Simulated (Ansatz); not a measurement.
System: BH3, charge 0, singlet. BH3 (borane, SMILES B).
B3LYP-D3(BJ)/def2-TZVP minimum from Ansatz (a first-principles code):
```
B
H 1 1.1893
H 1 1.1893 2 120.00
H 1 1.1893 2 120.00 3 180.00
```
Charge 0, spin multiplicity 1.

Total energies in hartree (Ansatz). Open shells are spin-unrestricted; no spin-orbit coupling. Cores are frozen in correlated methods. No relativity. Where a partner has so few electrons that a lower coupled-cluster level is exact, that level stands in.

| species | HF/cc-pVTZ | CCSD(T)/cc-pVTZ | HF/cc-pVQZ | CCSD(T)/cc-pVQZ | CCSDT(Q)/cc-pVQZ |
|---|---|---|---|---|---|
| 1: BH3 (borane, SMILES B) | -26.40015 | -26.53772 | -26.40208 | -26.54506 | -26.54551 |
| 2: B (doublet) | -24.53207 | -24.59810 | -24.53297 | -24.60084 | -24.60125 |
| 3: H (doublet) | -0.49981 | -0.49981 | -0.49995 | -0.49995 | -0.49995 |

**Question.** Work out the atomisation energy (electronic, to ground-state atoms) in kJ/mol: take Hartree-Fock from cc-pVQZ, extrapolate the CCSD(T) correlation energy as X^-3 (X = 3, 4), and add CCSDT(Q) - CCSD(T) in cc-pVQZ. 1 hartree = 2625.5 kJ/mol.

**Answer.** 
Species 1: correlation (64·(-0.14298) - 27·(-0.13757))/37 = -0.14693; step -0.00045; E1 = -26.40208 + (-0.14693) + (-0.00045) = -26.54946
Species 2: correlation (64·(-0.06787) - 27·(-0.06603))/37 = -0.06921; step -0.00041; E2 = -24.53297 + (-0.06921) + (-0.00041) = -24.60259
Species 3: correlation (64·(0.00000) - 27·(0.00000))/37 = 0.00000; step +0.00000; E3 = -0.49995 + (0.00000) + (+0.00000) = -0.49995
-1·E1 +1·E2 +3·E3 = 0.44702 hartree = 1173.7 kJ/mol.
